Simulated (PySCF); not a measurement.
## Structure from 2D NMR

Compound of formula C$_{6}$H$_{9}$N$_{3}$. Correlations simulated from computed shifts and the bond graph:

HSQC (one-bond C–H):
```tsv
δH	δC
2.37	12.0
1.51	8.6
0.98	13.4
0.93	13.4
```

COSY cross peaks (H two or three bonds apart, from the bond graph; peaks can be absent where the dihedral angle is near 90°):
```tsv
δH	δH
1.51	0.98
1.51	0.93
0.98	0.93
```

HMBC (two and three bonds, from the bond graph):
```tsv
δH	δC
2.37	139.8, 132.0
1.51	139.8, 132.0, 13.4
0.98	139.8, 13.4, 8.6
0.93	139.8, 13.4, 8.6
```

Carbons without hydrogens: δ 139.8, 132.0.

PySCF 2.14 calculation with GIAO KT3/pcSseg-1 shieldings and PBE0-D3(BJ)/def2-SVP structure; non-relativistic, a single conformation, equivalent nuclei averaged, no solvent.

Scale: $^{1}$H and $^{13}$C against TMS (reference shieldings calculated alike).

Exchangeable hydrogens are left out of these lists.

Task: Work out the connectivity.

Result: SMILES Cc1n[nH]nc1C1CC1.

Atom-mapped SMILES (the numbers label the heavy atoms): `[CH3:1][c:2]1[n:3][nH:4][n:5][c:6]1[CH:7]1[CH2:8][CH2:9]1`. Hydrogens are named by the atom that carries them. Ha(C8), Ha(C9) are cis to C6 on the ring; Hb(C8), Hb(C9) are trans to C6 on the ring.

1. δC 139.8 is C6, a substituted aromatic carbon next to a ring nitrogen.
2. δC 132.0 is C2, a substituted aromatic carbon next to a ring nitrogen.
3. δC 13.4 is C8/C9, a three-membered-ring carbon (δH 0.93, 0.98).
4. δC 12.0 is C1, a methyl carbon on an aromatic ring (δH 2.37).
5. δC 8.6 is C7, a three-membered-ring carbon (δH 1.51).
6. HMBC from δH 2.37 reaches the proton-free carbons C6, C2.
7. HMBC from δH 1.51 reaches the proton-free carbons C6, C2.
8. HMBC from δH 0.98 reaches the proton-free carbon C6.
9. HMBC from δH 0.93 reaches the proton-free carbon C6.
10. COSY links 1.51–0.98, 1.51–0.93, 0.98–0.93.

The data come from this structure; uniqueness wasn't tested.

The OH or NH signal is concentration- and solvent-dependent in practice; the value given is the gas-phase one. Shifts are as computed, not scaled to solution data. Of 1313 compounds with measured shifts, 239 miss one by over three times the rms of a fit or turn the order of signals round; such compounds aren't used in these exercises.
